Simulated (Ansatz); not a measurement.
Cs₉⁻, 9 atoms. Hardware: 4 threads of Arm Neoverse V2 on a shared host.

In the def2 sets Cs takes a core potential; there is no spin–orbit coupling. Correlated methods freeze no core orbitals; core or outer-core shells of Cs are correlated, in sets that lack core-valence functions.

(1) How many basis functions does each of these Ansatz runs have, and roughly what does it cost? B3LYP/def2-SVPD, charge -1 singlet, relaxation, 17 steps; PBE0/def2-TZVPD, charge -1 singlet, energy, from earlier orbitals; r2SCAN/def2-TZVPD, charge -1 singlet, energy, from earlier orbitals; PBE/def2-TZVPD, charge -1 singlet, energy and forces, from earlier orbitals; HF/def2-TZVPD, charge -1 singlet, energy, from earlier orbitals; RPA@PBE/def2-TZVPD, charge -1 singlet, energy, from earlier orbitals; ωB97X-V/def2-TZVPD, charge -1 singlet, energy, from earlier orbitals; MP2/def2-TZVPD, charge -1 singlet, energy, from earlier orbitals; BLYP/def2-TZVPD, charge -1 singlet, energy, from earlier orbitals.

## Answers

(1) Other jobs shared the machine, so times can vary by a factor of up to 3.

```csv
run,functions,fitting or Cholesky vectors,wall time,peak host memory (GiB)
"HF/def2-TZVPD, charge -1 singlet, energy, from earlier orbitals",288,2952,8.5 s,1.6
"MP2/def2-TZVPD, charge -1 singlet, energy, from earlier orbitals",288,2646,18 s,1.4
"BLYP/def2-TZVPD, charge -1 singlet, energy, from earlier orbitals",288,2781,21 s,0.85
"PBE/def2-TZVPD, charge -1 singlet, energy and forces, from earlier orbitals",288,2781,22 s,0.85
"PBE0/def2-TZVPD, charge -1 singlet, energy, from earlier orbitals",288,2781,29 s,1.5
"RPA@PBE/def2-TZVPD, charge -1 singlet, energy, from earlier orbitals",288,2646,41 s,1.6
"r2SCAN/def2-TZVPD, charge -1 singlet, energy, from earlier orbitals",288,2781,42 s,1
"ωB97X-V/def2-TZVPD, charge -1 singlet, energy, from earlier orbitals",288,2646,90 s,2.7
"B3LYP/def2-SVPD, charge -1 singlet, relaxation, 17 steps",243,2451,3.8 min,1.1
```
